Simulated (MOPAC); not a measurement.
Input file for MOPAC: AM1 on Mg2-, 2S+1 = 2, a spin state set in the input, which need not be the lowest, a point of a bond scan (R = 2.906 Å). Charge -1.

```
AM1 1SCF PRECISE CHARGE=-1 UHF MS=0.5 THREADS=1
Mg2

Mg     0.00000000 1     0.00000000 1     0.00000000 1
Mg     0.00000000 1     0.00000000 1     2.90567100 1
```

Output:

```
*******************************************************************************
 **                                                                           **
 **                              MOPAC v23.2.5                                **
 **                                                                           **
 *******************************************************************************
 ** MOPAC's Digital Object Identifier: https://doi.org/10.5281/zenodo.6511958 **
 **                                                                           **
 ** Please cite the open-source release paper for use of this MOPAC version:  **
 ** J. E. Moussa and J. J. P. Stewart (2026)                                  **
 ** MOPAC: An open-source semiempirical molecular orbital program             **
 ** J. Open Source Softw., 11(119), 8025, https://doi.org/10.21105/joss.08025 **
 *******************************************************************************

                              AM1 CALCULATION RESULTS

 *******************************************************************************
 *  AM1        - The AM1 Hamiltonian to be used
 *  UHF        - UNRESTRICTED HARTREE-FOCK CALCULATION
 *
 *
 *
 *                 CHARGE ON SYSTEM = -1
 *
 *
 *
 *  MS=        - IN MECI, MAGNETIC COMPONENT OF SPIN =  0.5
 *  PRECISE    - TIGHTER CRITERIA TO BE USED
 *  1SCF       - DO 1 SCF AND THEN STOP
 *  THREADS=1  - MULTI-THREADING NOT USED
 *  T=         - A TIME OF 172800.0 SECONDS REQUESTED
 *  DUMP=N     - RESTART FILE WRITTEN EVERY 7200.0 SECONDS REQUESTED
 *******************************************************************************
AM1 1SCF PRECISE CHARGE=-1 UHF MS=0.5 THREADS=1
 Mg2

   ATOM   CHEMICAL          X               Y               Z
  NUMBER   SYMBOL      (ANGSTROMS)     (ANGSTROMS)     (ANGSTROMS)

     1      Mg          0.00000000  *   0.00000000  *   0.00000000  *
     2      Mg          0.00000000  *   0.00000000  *   2.90567100  *



          CARTESIAN COORDINATES

    NO.       ATOM           X           Y           Z

     1        Mg          0.0000      0.0000      0.0000
     2        Mg          0.0000      0.0000      2.9057

 Mg: (AM1): J. J. P. STEWART, J. MOL. MOD., 10, 155-164 (2004)

           Empirical Formula: Mg2  =     2 atoms



      MOLECULAR POINT GROUP   :   D*h


          UHF CALCULATION, NO. OF ALPHA ELECTRONS =    3
                           NO. OF BETA  ELECTRONS =    2

 -------------------------------------------------------------------------------
 AM1 1SCF PRECISE CHARGE=-1 UHF MS=0.5 THREADS=1
 Mg2



     1SCF WAS SPECIFIED, SO BFGS WAS NOT USED
     SCF FIELD WAS ACHIEVED


                              AM1 CALCULATION
                                                       MOPAC v23.2.5 Linux




          FINAL HEAT OF FORMATION =         73.71313 KCAL/MOL =     308.41575 KJ/MOL


          COSMO AREA              =         86.52 SQUARE ANGSTROMS
          COSMO VOLUME            =         67.10 CUBIC ANGSTROMS

          IONIZATION POTENTIAL    =          0.694178 EV
          ALPHA SOMO LUMO (EV)    =         -0.694  7.401
          BETA  SOMO LUMO (EV)    =         -1.845  6.153
          NO. OF ALPHA ELECTRONS  =          3
          NO. OF BETA  ELECTRONS  =          2
          MOLECULAR WEIGHT        =         48.6100         POINT GROUP:  D*h

          MOLECULAR DIMENSIONS (Angstroms)

            Atom       Atom       Distance
           Mg     2   Mg     1     2.90567
           Mg     2   Mg     1     0.00000
           Mg     1   Mg     2     0.00000


          SCF CALCULATIONS        =          1





   ATOM   CHEMICAL          X               Y               Z
  NUMBER   SYMBOL      (ANGSTROMS)     (ANGSTROMS)     (ANGSTROMS)

     1      Mg          0.00000000  *   0.00000000  *   0.00000000  *
     2      Mg          0.00000000  *   0.00000000  *   2.90567100  *

                             CARTESIAN COORDINATES

   1   Mg        0.000000000     0.000000000     0.000000000
   2   Mg        0.000000000     0.000000000     2.905671000


           Empirical Formula: Mg2  =     2 atoms



      MOLECULAR POINT GROUP   :   D*h


          ALPHA EIGENVALUES
  -3.92958  -2.83656  -0.69418   7.40124   7.40124   8.57746   9.38392   9.38392


           BETA EIGENVALUES
  -3.56301  -1.84463   6.15321   7.36285   7.36285   9.29335   9.29335  10.58829


              NET ATOMIC CHARGES AND DIPOLE CONTRIBUTIONS

  ATOM NO.   TYPE          CHARGE      No. of ELECS.   s-Pop       p-Pop
    1         Mg          -0.500000        2.5000     1.90533     0.59467
    2         Mg          -0.500000        2.5000     1.90533     0.59467
 DIPOLE           X         Y         Z       TOTAL
 POINT-CHG.     0.000     0.000     0.000     0.000
 HYBRID         0.000     0.000    -0.000     0.000
 SUM            0.000     0.000     0.000     0.000


          ATOMIC ORBITAL ELECTRON POPULATIONS

     Atom    s        px        py        pz
    1 Mg   1.90533   0.00000   0.00000   0.59467
    2 Mg   1.90533   0.00000   0.00000   0.59467


                    (SZ)    =    0.500000
                    (S**2)  =    0.790161


          ATOMIC ORBITAL SPIN POPULATIONS

    Atom   Total    s     px     py     pz
         Atomic
    1 Mg  0.5000 -0.024  0.000  0.000  0.524
    2 Mg  0.5000 -0.024  0.000  0.000  0.524

 **********************
 *                    *
 * JOB ENDED NORMALLY *
 *                    *
 **********************




 == MOPAC DONE ==
```

The run finished.

Cost: around 0.020 core-seconds (rough).
